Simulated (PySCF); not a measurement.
Re³⁺ (rhenium, charge +3) across methods

[Xe] 4f14 5d4, high-spin 5D determinant. All numbers are calculated (PySCF 2.14, scalar relativity by spin-free X2C-1e, in ANO-R2).

```csv
method,E (hartree),mean ε 4f α (eV),mean ε 4f β (eV),mean ε 5d α (eV),Σ⟨r²⟩ (bohr²),⟨S²⟩
PBE,-16691.78,-72.568,-72.123,-34.273,36.54,6.001
PBE0,-16691.58,-77.346,-76.805,-35.996,36.39,6.002
LDA,-16681.15,-73.056,-72.574,-34.380,36.56,6.001
UHF,-16686.62752,-90.600,-89.968,-40.350,36.28,6.005
```

Task: Estimate the same row for r2SCAN.

Result: E (hartree) = -16691.89; mean ε 4f α (eV) = -73.069; mean ε 4f β (eV) = -72.535; mean ε 5d α (eV) = -34.636; Σ⟨r²⟩ (bohr²) = 36.33; ⟨S²⟩ = 6.003.

Spin-orbit coupling, absent here, splits the open shell strongly.
